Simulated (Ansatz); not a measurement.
Pd₃H₂⁻, relaxed as a doublet with UKS PBE-D4/def2-TZVPD in Ansatz, starting from the GFN2-xTB geometry. Force threshold 0.02 eV/Å.

In the def2 sets Pd takes a core potential; there is no spin–orbit coupling. The highest occupied level of the charge -1 doublet lies above zero (up to 0.23 eV). The electron is either unbound and held by the finite basis, or the level is raised by self-interaction error. The structure comes from a short search, and lower isomers may exist.

Start:

```xyz
5

Pd   -0.5613    0.8569   -0.4031
Pd    0.7713   -1.0720    0.6136
Pd   -0.5203   -1.3606   -1.5803
H     1.5753   -0.7830    2.0407
H    -1.2649    2.3587   -0.6710
```

(1) Estimate the energy that the relaxation releases and the steps that it takes.

(2) Does the start keep its bonding and symmetry?

(3) Predict the relaxed structure.

Results:

(1) 0.96 eV, in 13 steps; 34 s on 4 threads of Arm Neoverse V1 on a shared host. No frequencies were taken in this run, so the end may be a saddle point.

(2) Bonds formed: Pd1–H4 (atoms count from 1). The end is the same structure that another start reached, the lowest one found. Point group Cs at the start, Cs at the end, both within 0.05 Å.

(3) 
```xyz
5

Pd   -0.190    0.857    0.181
Pd    0.954   -1.602    0.592
Pd   -0.537   -1.051   -1.431
H     0.860   -0.114    1.293
H    -1.088    1.910   -0.635
```
Bond lengths (bridged metal pairs left out): 2 × Pd–Pd 2.52 to 2.57 Å; 3 × H–Pd 1.61 to 1.81 Å.
